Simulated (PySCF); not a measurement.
CsCl, SMILES [Cl][Cs]. Atoms are numbered in the order given.

```xyz
2

Cs     0.0000     0.0000    -0.7017
Cl     0.0000     0.0000     2.2701
```
Charge 0, spin multiplicity 1.

Geometry optimised at B3LYP-D3(BJ)/def2-TZVPD. The def2 effective core potentials stand for the cores of Cs; spin–orbit coupling is left out.

Method: TDA-PBE/def2-TZVPD in PySCF.

Vertical excitations; the highest root listed may be one member of a degenerate set. The molecule is in vacuum. State labels are in the subgroup C2v.

```
state  symmetry  energy (eV)  λ (nm)      f                                   main pairs
-----  --------  -----------  ------  -----  -------------------------------------------
S1           B1         3.12     398  0.003                 HOMO−1→LUMO (degenerate set)
S2           B2         3.12     398  0.003                   HOMO→LUMO (degenerate set)
S3           A1         3.33     373  0.063                             HOMO−2→LUMO 99 %
S4           A2         4.39     283  0.000  HOMO−1→LUMO+2, HOMO→LUMO+1 (degenerate set)
S5           A1         4.39     283  0.000  HOMO−1→LUMO+1, HOMO→LUMO+2 (degenerate set)
S6           A1         4.39     283  0.009  HOMO→LUMO+2, HOMO−1→LUMO+1 (degenerate set)
S7           A2         4.40     282  0.000         HOMO→LUMO+1 50 %, HOMO−1→LUMO+2 50 %
S8           B1         4.42     280  0.018               HOMO−1→LUMO+3 (degenerate set)
S9           B2         4.42     280  0.018                 HOMO→LUMO+3 (degenerate set)
S10          B1         4.50     276  0.004                           HOMO−2→LUMO+1 98 %
T1           B1         3.09     402      0                 HOMO−1→LUMO (degenerate set)
T2           B2         3.09     402      0                   HOMO→LUMO (degenerate set)
T3           A1         3.16     392      0                            HOMO−2→LUMO 100 %
T4           A1         4.37     284      0         HOMO−1→LUMO+1 49 %, HOMO→LUMO+2 49 %
```
Triplets are in the Tamm–Dancoff approximation.
